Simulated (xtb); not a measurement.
Zn(H)(OMe) (CH4OZn), SMILES C[O][ZnH]. All values are semi-empirical tight-binding results from xtb (GFN2-xTB unless named), good for trends rather than for accurate numbers. Geometry: GFN2-xTB.

For metal compounds this method's bond lengths and energies can be far off.

### Question
Estimate the properties. (The exact figures need the calculation; the answer reports its results.)

### Answer

| Item | Value |
|---|---|
| orbital gap | 4.81 eV |
| zero-point energy | 28.1 kcal/mol |
| G − E(el) at 298.15 K (modified RRHO) | 10.4 kcal/mol |
